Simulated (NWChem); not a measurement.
C$_{2}$H$_{2}$ClF; SMILES F/C=C\Cl

```xyz
6

F      0.7307     1.6418     0.0000
C     -0.5326     1.2045     0.0000
C     -0.8623    -0.0829     0.0000
Cl     0.3080    -1.3650     0.0000
H     -1.2691     2.0021     0.0000
H     -1.8979    -0.3972     0.0000
```
Atoms are numbered in this order, from 1.

Program: NWChem. Pople sets run with spherical d functions. Geometry: optimised at B3LYP/6-31G* (spherical d). Level: PBE0/6-31+G*; rows give the wavelength of the field.

Among these, which field gives the highest value of “anisotropy (bohr³)”?
(A) static
(B) 1065 nm
(C) 589 nm

C, 589 nm. Values: static 23.9; 1065 nm 24.4; 589 nm 25.4
